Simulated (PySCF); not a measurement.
**Continuum solvent and chemical shifts**

Numbering as in the mapped SMILES `[F:1][CH:2]([F:3])[c:4]1[cH:5][n:6][o:7][cH:8]1`; H(Xn) means a hydrogen on atom n.

GIAO PBE0/pcSseg-1 in PySCF 2.14.0 with density-fitted response routines on one PBE0-D3(BJ)/def2-SVP conformer, non-relativistic, equivalent nuclei averaged. Solvents enter as an IEF-PCM continuum (benzene with ε = 2.3, dimethylsulfoxide with ε = 46.8) around the gas-phase geometry. Shifts are referred to CFCl3, TMS computed in the same medium.

In benzene, δ in ppm: F1/F3 -133.3, C8 162.9, C5 152.8, C4 122.7, C2 114.2, H(C8) 8.69, H(C5) 8.38, H(C2) 6.85. Dipole moment 2.21 D.

Problem. How does each δ change in the more polar medium?

Solution. 
```tsv
atoms	environment	Δδ, dimethylsulfoxide
F1/F3	fluorine of a CF2 group	-1.3
C8	aromatic CH next to the ring oxygen	+2.0
C5	aromatic CH next to a ring nitrogen	+2.3
C4	substituted aromatic carbon	+0.9
C2	sp3 CH bonded to 2 F, on an aromatic ring	+1.0
H(C8)	hydrogen on an aromatic CH next to the ring oxygen	+0.18
H(C5)	hydrogen on an aromatic CH next to a ring nitrogen	+0.19
H(C2)	hydrogen on an sp3 CH bonded to 2 F, on an aromatic ring	+0.17
```

Changes are relative to benzene. The dipole moment becomes 2.61 D in dimethylsulfoxide.

Problem. Which nuclei move most (in ppm), and what does the model miss?

Solution. C5 (aromatic CH next to a ring nitrogen, +2.3 ppm) in dimethylsulfoxide. A continuum only polarises the solute; specific hydrogen bonds, the anisotropy of aromatic solvents and changes of geometry or conformer are outside it.
